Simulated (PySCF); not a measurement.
Molybdenum: a sound run and one with changed settings

Sound run: Mo⁺ [Kr] 4d5, Mo²⁺ [Kr] 4d4. Calculation: PySCF 2.14, in aug-cc-pVDZ-PP with ECP28MDF; a scalar-relativistic core potential. The sound run starts from symmetry-adapted Hartree-Fock orbitals and uses a fine grid where one is needed.

A second run was set up differently.

| species | method | sound run (hartree) | changed run (hartree) | converged |
| --- | --- | --- | --- | --- |
| Mo⁺ | UHF | -67.11429 | -67.11429 | yes |
| Mo⁺ | PBE | -67.61793 | -68.26479 | yes |
| Mo⁺ | BP86 | -67.67457 | -68.32854 | yes |
| Mo²⁺ | UHF | -66.55790 | -66.55790 | yes |
| Mo²⁺ | PBE | -67.01372 | -67.67892 | yes |
| Mo²⁺ | BP86 | -67.06827 | -67.73985 | yes |

Ionisation energy of Mo⁺:

```tsv
method	sound run (eV)	changed run (eV)
UHF	15.140	15.140
PBE	16.442	15.942
BP86	16.498	16.019
```

Q: What was changed?
A. radial grid too coarse
B. a valence shell is frozen
C. minimal basis
D. basis contracted for another Hamiltonian

A: A. It used radial step 0.8 in ln r (0.13 in the sound run). A coarse radial grid mis-integrates the density and the exchange-correlation energy, with errors of either sign; Hartree-Fock needs no grid.
